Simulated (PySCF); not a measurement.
Computed IR spectrum (relative IR intensity) of a molecule C2H4Cl2Ge. Geometry: PBE-D3(BJ)/def2-SVP. Other conformers were not sampled. Level of theory: PBE-D3(BJ)/def2-SVP in PySCF. Frequencies are harmonic and unscaled.

Lines under 2 % of the strongest are left out, and lines within 2 cm⁻¹ are merged.

ν (cm⁻¹): 139 (vw), 172 (vw), 324 (vw), 395 (m), 421 (s), 499 (m), 582 (m), 683 (s), 708 (vs), 954 (w), 961 (w), 982 (m), 1213 (w), 1358 (m), 1620 (vw), 2100 (vs), 3057 (w) (against the strongest line: vs over 80 %, s over 45 %, m over 15 %, w over 4 %, vw less)

**Question.** Identify the compound among the candidates.
A) C=[CH][GeH]([Cl])[Cl]
B) ClC(Cl)=[CH][GeH3]
C) C=[C](Cl)[GeH2][Cl]
D) Cl/C=[CH]\[GeH2][Cl]

**Answer.** A, C=[CH][GeH]([Cl])[Cl]
